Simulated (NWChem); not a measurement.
Program: NWChem. System: CCl2, charge 0, spin multiplicity 1, at a geometry optimised with PBE0/def2-SVP. The structure started from a generated list of species. Level: CR-EOMCCSD(T)/aug-cc-pVDZ, 11 core orbitals frozen.

Input file:

```
start mol
memory heap 100 mb stack 700 mb global 1900 mb
geometry units angstroms nocenter noautoz
  Cl     1.402247     0.000000     0.149120
  C      0.000000     0.000000    -0.845015
  Cl    -1.402247     0.000000     0.149120
  symmetry group C2v
end
basis spherical
  * library aug-cc-pvdz
end
scf
  rhf
  nopen 0
  maxiter 100
  thresh 1e-7
  semidirect memsize 60000000 filesize 0
end
tce
  freeze core 11
  creomsd(t)
  nroots 1
  2eorb
  2emet 13
  thresh 1e-5
  maxiter 200
  tilesize 24
end
task tce energy
```

Part of the output:

```
             Northwest Computational Chemistry Package (NWChem) 7.3.0
             --------------------------------------------------------

                                NWChem Input Module
                                -------------------

 Scaling coordinates for geometry "geometry" by  1.889725989
 (inverse scale =  0.529177249)

 Turning off AUTOSYM since
 SYMMETRY directive was detected!

                             Geometry "geometry" -> ""
                             -------------------------

 Output coordinates in angstroms (scale by  1.889725989 to convert to a.u.)

  No.       Tag          Charge          X              Y              Z
 ---- ---------------- ---------- -------------- -------------- --------------
    1 Cl                  17.0000     1.40224700     0.00000000     0.14912000
    2 C                    6.0000     0.00000000     0.00000000    -0.84501500
    3 Cl                  17.0000    -1.40224700     0.00000000     0.14912000

 Effective nuclear repulsion energy (a.u.)     117.3343488477

            Nuclear Dipole moment (a.u.)
            ----------------------------
        X                 Y               Z
 ---------------- ---------------- ----------------
     0.0000000000     0.0000000000    -0.0000188973

      Symmetry information
      --------------------

 Group name             C2v
 Group number             16
 Group order               4
 No. of unique centers     2

      Symmetry unique atoms

     1    2


 Summary of "ao basis" -> "" (spherical)
 ------------------------------------------------------------------------------
       Tag                 Description            Shells   Functions and Types
 ---------------- ------------------------------  ------  ---------------------
 *                        aug-cc-pvdz                 on all atoms

 Summary of "ao basis" -> "ao basis" (spherical)
 ------------------------------------------------------------------------------
       Tag                 Description            Shells   Functions and Types
 ---------------- ------------------------------  ------  ---------------------
 Cl                       aug-cc-pvdz               11       27   5s4p2d
 C                        aug-cc-pvdz                9       23   4s3p2d

                                 NWChem SCF Module
                                 -----------------

  ao basis        = "ao basis"
  functions       =    77
  atoms           =     3
  closed shells   =    20
  open shells     =     0
  charge          =   0.00
  wavefunction    = RHF
  use symmetry    = T
  symmetry adapt  = T

 Summary of "ao basis" -> "ao basis" (spherical)
 ------------------------------------------------------------------------------
       Tag                 Description            Shells   Functions and Types
 ---------------- ------------------------------  ------  ---------------------
 Cl                       aug-cc-pvdz               11       27   5s4p2d
 C                        aug-cc-pvdz                9       23   4s3p2d

      Symmetry analysis of basis
      --------------------------

        a1         30
        a2         10
        b1         24
        b2         13

 Forming initial guess at       0.1s

      Superposition of Atomic Density Guess
      -------------------------------------

 Sum of atomic energies:        -956.61923445

      Non-variational initial energy
      ------------------------------

 Total energy =    -957.160704
 1-e energy   =   -1554.260491
 2-e energy   =     479.765438
 HOMO         =      -0.249065
 LUMO         =      -0.060000

      Symmetry analysis of molecular orbitals - initial
      -------------------------------------------------

  Numbering of irreducible representations:

     1 a1          2 a2          3 b1          4 b2

  Orbital symmetries:

     1 a1          2 b1          3 a1          4 a1          5 b1
     6 a1          7 b1          8 a1          9 b2         10 b1
    11 a2         12 a1         13 b1         14 a1         15 b1
    16 a1         17 b2         18 a2         19 b1         20 a1
    21 b2         22 a1         23 b1         24 a1         25 a1
    26 b2         27 b1         28 a1         29 a2         30 b2

 Starting SCF solution at       1.3s

 ----------------------------------------------
         Quadratically convergent ROHF

 Convergence threshold     :          1.000E-07
 Maximum no. of iterations :          100
 Final Fock-matrix accuracy:          1.000E-09
 ----------------------------------------------

              iter       energy          gnorm     gmax       time
             ----- ------------------- --------- --------- --------
                 1     -956.7018019828  8.82D-01  2.35D-01      1.3
                 2     -956.7620679159  2.14D-01  6.47D-02      1.3
                 3     -956.7718846260  1.41D-02  3.66D-03      1.4
                 4     -956.7719130245  1.60D-04  5.36D-05      1.4
                 5     -956.7719130305  7.48D-09  1.85D-09      1.5

       Final RHF  results
       ------------------

         Total SCF energy =   -956.771913030494
      One-electron energy =  -1553.861920032716
      Two-electron energy =    479.755658154494
 Nuclear repulsion energy =    117.334348847728

        Time for solution =      0.2s

       Symmetry analysis of molecular orbitals - final
       -----------------------------------------------

  Numbering of irreducible representations:

     1 a1          2 a2          3 b1          4 b2

  Orbital symmetries:

     1 b1          2 a1          3 a1          4 b1          5 a1
[...]
 creom_N i2_2 nr of boxes                   168
 creom_N i2_3 nr of boxes                   168
 creom_N i2_4 nr of boxes                   168

CR-EOMCCSD(T) triples loop cpu wall             3.6            3.6

 CR-EOMCCSD(T)  total energy / hartree       =      -956.995575242500308
 CR-EOMCCSD(T)  excitation energy (eV)       =      6.01879

 =========================================
 Excited-state calculation ( a2  symmetry)
 =========================================
 Dim. of EOMCC iter. space      500

 EOMCCSD SOLVER TYPE  1
  maxdiff =   0.49705864212605161

 No. of initial right vectors    1

 EOM-CCSD right-hand side iterations
 --------------------------------------------------------------
      Residuum       Omega / hartree  Omega / eV    Cpu    Wall
 --------------------------------------------------------------

 Iteration   1 using    1 trial vectors
   0.6309120167775   0.3328901654584    9.05841     0.4     0.4

 Iteration   2 using    2 trial vectors
   0.1372332530784   0.1836690329239    4.99789     0.2     0.2

 Iteration   3 using    3 trial vectors
   0.0708186750147   0.1724899999902    4.69369     0.2     0.2

 Iteration   4 using    4 trial vectors
   0.0240323726707   0.1698049847666    4.62063     0.3     0.3

 Iteration   5 using    5 trial vectors
   0.0076134454348   0.1689145628278    4.59640     0.2     0.2

 Iteration   6 using    6 trial vectors
   0.0029885492676   0.1689122450668    4.59634     0.3     0.3

 Iteration   7 using    7 trial vectors
   0.0015124444943   0.1689090979971    4.59625     0.3     0.3

 Iteration   8 using    8 trial vectors
   0.0009013713288   0.1689100649744    4.59628     0.3     0.3

 Iteration   9 using    9 trial vectors
   0.0004449347505   0.1689126301782    4.59635     0.3     0.3

 Iteration  10 using   10 trial vectors
   0.0002325279262   0.1689098463360    4.59627     0.3     0.3

 Iteration  11 using   11 trial vectors
   0.0000960484751   0.1689108816952    4.59630     0.3     0.3

 Iteration  12 using   12 trial vectors
   0.0000373129691   0.1689103675907    4.59629     0.3     0.3

 Iteration  13 using   13 trial vectors
   0.0000162895594   0.1689103262023    4.59629     0.3     0.3

 Iteration  14 using   14 trial vectors
   0.0000077240952   0.1689103802879    4.59629     0.3     0.3
 --------------------------------------------------------------
 Iterations converged
 ------------------

 Excited state root  1
 Excitation energy / hartree =        0.168910380287875
                   / eV      =        4.596287263415010
 largest EOMCCSD amplitudes: R1 and R2

 Singles contributions
    21b2  (alpha) ---    19b1  (alpha)        0.8917121103
    30b2  (alpha) ---    19b1  (alpha)       -0.1652196497

 Doubles contributions
======= CR-EOMCCSD(T) calculation ======
corresponding R0 value =     0.000000

CR-EOMCCSD(T) Intermediates cpu wall time             0.6            0.6
 creom_N i2_1 nr of boxes                   168
 creom_N i2_2 nr of boxes                   168
 creom_N i2_3 nr of boxes                   168
 creom_N i2_4 nr of boxes                   168

CR-EOMCCSD(T) triples loop cpu wall             2.1            2.1

 CR-EOMCCSD(T)  total energy / hartree       =      -957.051482065034634
 CR-EOMCCSD(T)  excitation energy (eV)       =      4.49749

 =========================================
 Excited-state calculation ( b1  symmetry)
 =========================================
 Dim. of EOMCC iter. space      500

 EOMCCSD SOLVER TYPE  1
  maxdiff =   0.48345527582293102

 No. of initial right vectors    1

 EOM-CCSD right-hand side iterations
 --------------------------------------------------------------
      Residuum       Omega / hartree  Omega / eV    Cpu    Wall
 --------------------------------------------------------------

 Iteration   1 using    1 trial vectors
   0.4685320597569   0.4021368094078   10.94270     0.4     0.4

 Iteration   2 using    2 trial vectors
   0.1003196322410   0.2983946850463    8.11974     0.3     0.3

 Iteration   3 using    3 trial vectors
   0.0695663683521   0.2901445357410    7.89524     0.3     0.3

 Iteration   4 using    4 trial vectors
   0.0672606483341   0.2822411517544    7.68018     0.3     0.3

 Iteration   5 using    5 trial vectors
   0.0892894363164   0.2715968068861    7.39053     0.3     0.3

 Iteration   6 using    6 trial vectors
   0.1468603332246   0.2442495092429    6.64637     0.3     0.3

 Iteration   7 using    7 trial vectors
   0.0942533454449   0.2259095215520    6.14731     0.3     0.3

 Iteration   8 using    8 trial vectors
   0.0722158056848   0.2121950508543    5.77412     0.3     0.3

 Iteration   9 using    9 trial vectors
   0.0438202638073   0.2104088086552    5.72552     0.3     0.3

 Iteration  10 using   10 trial vectors
   0.0245945181302   0.2065333276729    5.62006     0.3     0.3

 Iteration  11 using   11 trial vectors
   0.0130874474215   0.2071932405358    5.63802     0.3     0.3

 Iteration  12 using   12 trial vectors
   0.0081724660025   0.2063369158013    5.61472     0.3     0.3

 Iteration  13 using   13 trial vectors
   0.0049538546604   0.2066669295999    5.62370     0.3     0.3

 Iteration  14 using   14 trial vectors
   0.0024355423727   0.2064378591094    5.61746     0.3     0.3

 Iteration  15 using   15 trial vectors
   0.0012674003756   0.2065080839027    5.61937     0.3     0.3

 Iteration  16 using   16 trial vectors
   0.0006656621861   0.2064772220731    5.61853     0.3     0.3

 Iteration  17 using   17 trial vectors
   0.0003509122314   0.2064846128428    5.61873     0.3     0.3

 Iteration  18 using   18 trial vectors
   0.0001555126910   0.2064842869472    5.61873     0.3     0.3

 Iteration  19 using   19 trial vectors
   0.0000679159050   0.2064839282333    5.61872     0.3     0.3

 Iteration  20 using   20 trial vectors
   0.0000323885286   0.2064845075123    5.61873     0.3     0.3

 Iteration  21 using   21 trial vectors
   0.0000143674649   0.2064840927851    5.61872     0.3     0.3

 Iteration  22 using   22 trial vectors
   0.0000063929050   0.2064842068932    5.61872     0.3     0.3
 --------------------------------------------------------------
 Iterations converged
 ------------------

 Excited state root  1
 Excitation energy / hartree =        0.206484206893235
                   / eV      =        5.618723542166179
 largest EOMCCSD amplitudes: R1 and R2

 Singles contributions
    33b1  (alpha) ---    20a1  (alpha)        0.1445877967
    21b2  (alpha) ---    18a2  (alpha)        0.8592979274
    25b2  (alpha) ---    18a2  (alpha)       -0.1168136650
    30b2  (alpha) ---    18a2  (alpha)       -0.1366439001

 Doubles contributions
    21b2  (alpha)    21b2  (beta ) ---    18a2  (alpha)    17b2  (beta )       -0.1409008166
    21b2  (alpha)    21b2  (beta ) ---    17b2  (alpha)    18a2  (beta )       -0.1409008166
======= CR-EOMCCSD(T) calculation ======
corresponding R0 value =     0.000000

CR-EOMCCSD(T) Intermediates cpu wall time             0.6            0.6
 creom_N i2_1 nr of boxes                   168
 creom_N i2_2 nr of boxes                   168
 creom_N i2_3 nr of boxes                   168
 creom_N i2_4 nr of boxes                   168

CR-EOMCCSD(T) triples loop cpu wall             2.4            2.4

 CR-EOMCCSD(T)  total energy / hartree       =      -957.014652544404726
 CR-EOMCCSD(T)  excitation energy (eV)       =      5.49967

 =========================================
 Excited-state calculation ( b2  symmetry)
 =========================================
 Dim. of EOMCC iter. space      500

 EOMCCSD SOLVER TYPE  1
  maxdiff =   0.42920128034363925

 No. of initial right vectors    1

 EOM-CCSD right-hand side iterations
 --------------------------------------------------------------
      Residuum       Omega / hartree  Omega / eV    Cpu    Wall
 --------------------------------------------------------------

 Iteration   1 using    1 trial vectors
   0.5724810256369   0.2242281536301    6.10156     0.4     0.4

 Iteration   2 using    2 trial vectors
   0.1359515186974   0.1092399843677    2.97257     0.2     0.2

 Iteration   3 using    3 trial vectors
   0.0585723411469   0.1017820937380    2.76963     0.2     0.2

 Iteration   4 using    4 trial vectors
   0.0209275758454   0.0996495023363    2.71160     0.2     0.2

 Iteration   5 using    5 trial vectors
   0.0073935079824   0.0988442929241    2.68969     0.2     0.2

 Iteration   6 using    6 trial vectors
   0.0025595827141   0.0988425570682    2.68964     0.2     0.2

 Iteration   7 using    7 trial vectors
   0.0011062754688   0.0988119660665    2.68881     0.2     0.2

 Iteration   8 using    8 trial vectors
   0.0005351100236   0.0988197342189    2.68902     0.2     0.2

 Iteration   9 using    9 trial vectors
   0.0002619159425   0.0988199863151    2.68903     0.2     0.2

 Iteration  10 using   10 trial vectors
   0.0001214894757   0.0988190988416    2.68901     0.3     0.3

 Iteration  11 using   11 trial vectors
   0.0000511969769   0.0988188980013    2.68900     0.3     0.3

 Iteration  12 using   12 trial vectors
   0.0000196554734   0.0988186264893    2.68899     0.3     0.3

 Iteration  13 using   13 trial vectors
   0.0000063144176   0.0988186041882    2.68899     0.3     0.3
 --------------------------------------------------------------
 Iterations converged
 ------------------

 Excited state root  1
 Excitation energy / hartree =        0.098818604188192
                   / eV      =        2.688992180614017
 largest EOMCCSD amplitudes: R1 and R2

 Singles contributions
    21b2  (alpha) ---    20a1  (alpha)        0.9128218019
    25b2  (alpha) ---    20a1  (alpha)       -0.1044953525
    30b2  (alpha) ---    20a1  (alpha)       -0.1758580654

 Doubles contributions
======= CR-EOMCCSD(T) calculation ======
corresponding R0 value =     0.000000

CR-EOMCCSD(T) Intermediates cpu wall time             0.6            0.6
 creom_N i2_1 nr of boxes                   168
 creom_N i2_2 nr of boxes                   168
 creom_N i2_3 nr of boxes                   168
 creom_N i2_4 nr of boxes                   168

CR-EOMCCSD(T) triples loop cpu wall             2.1            2.1

 CR-EOMCCSD(T)  total energy / hartree       =      -957.123462737143313
 CR-EOMCCSD(T)  excitation energy (eV)       =      2.53879

 Task  times  cpu:       45.1s     wall:       45.1s

 Total times  cpu:       45.1s     wall:       45.1s
```
